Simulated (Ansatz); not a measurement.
C2H6AlF (SMILES [CH3][Al]([CH3])[F]) moved off its minimum; all values from Ansatz (a program for electronic structure), cores frozen in correlated methods.
(charge 0, multiplicity 1)
```xyz
10

Al     0.00536     0.00673     0.03215
C      1.71716    -0.25401    -0.71052
H      2.13457    -1.13884    -0.47489
H      2.43229     0.69781    -0.39035
H      1.83807    -0.21089    -1.87312
C     -0.75128    -0.56981     1.65517
H     -1.33264    -1.46559     1.54879
H     -1.20012     0.20350     2.29128
H      0.16370    -0.95437     2.35251
F     -1.07518     0.90153    -0.88076
```

### Question
Give the forces (eV/Å), the total energy and the dipole at CCSD(T)/cc-pV(T+d)Z.

### Answer

```
atom      Fx      Fy      Fz
----  ------  ------  ------
Al1   -1.160   0.990  -1.067
C2     1.338   5.014  -2.862
H3     1.934  -2.937   1.307
H4    -1.531  -2.500  -0.437
H5    -0.681   0.078   1.884
C6     2.838  -0.749   2.890
H7    -0.799  -0.282   0.064
H8    -0.383  -0.304  -0.359
H9    -1.780   0.753  -1.463
F10    0.227  -0.064   0.041
```
Energy -421.4793 hartree, dipole 2.22 D.
